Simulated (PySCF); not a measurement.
A side-by-side comparison of computed properties.

First species: C4H12NPSi2.
Cartesian coordinates in Å at the GFN2-xTB level; atoms count from 1:
```xyz
20
C4H12NPSi2 angstrom
P      3.8927    0.9595   -0.2940
Si     2.3302   -0.6255   -0.5487
N      0.9084    0.0791    0.0891
C     -0.3881   -0.5756    0.0315
C     -1.1029   -0.2632   -1.2548
C     -2.2775    0.3410   -1.2074
C     -2.8842    0.6611    0.1270
Si    -1.6080    0.0182    1.3942
H      4.1644    0.6658    1.0265
H      4.9141    0.1501   -0.7454
H      2.5702   -1.8508    0.2270
H      2.3416   -0.9952   -1.9777
H      0.8193    1.0853    0.0677
H     -0.1847   -1.6488    0.0799
H     -0.5995   -0.5101   -2.1784
H     -2.8274    0.6122   -2.0979
H     -3.8581    0.1773    0.2155
H     -3.0737    1.7340    0.1990
H     -2.1187   -1.0806    2.2153
H     -1.0233    1.0768    2.2190
```

Second species: C4H12NPSi2.
SMILES: `C#CCN[SiH2]P[SiH2]C`

Levels: PBE0/pcSseg-1 for HOMO energy, LUMO energy and HOMO–LUMO gap. Geometries: GFN2-xTB. All species are isolated and taken at one optimised geometry, non-relativistic unless stated; the electronic structure was computed with PySCF and density fitting.

Dipoles, sizes and rotational constants follow the conformer. The torsions of the flexible species, by atom-mapped SMILES:
- `[CH:1]#[C:2][CH2:3][NH:4][SiH2:5][PH:6][SiH2:7][CH3:8]`: C2–C3–N4–Si5 81°, C3–N4–Si5–P6 -174°, N4–Si5–P6–Si7 -171°, Si5–P6–Si7–C8 165°

The conformers of `P[SiH2]N[C@@H]1C=CC[SiH2]1` aren't listed.

Values for the first species:

- HOMO energy: -6.56 eV
- LUMO energy: 0.18 eV
- HOMO–LUMO gap: 6.74 eV

(1) Estimate the same properties for the second species, and the change in each.

Answers

(1) 
| property | first | second | second less first |
| --- | --- | --- | --- |
| HOMO energy | -6.56 eV | -7.10 eV | -0.54 eV |
| LUMO energy | 0.18 eV | 0.15 eV | -0.03 eV |
| HOMO–LUMO gap | 6.74 eV | 7.25 eV | +0.51 eV |

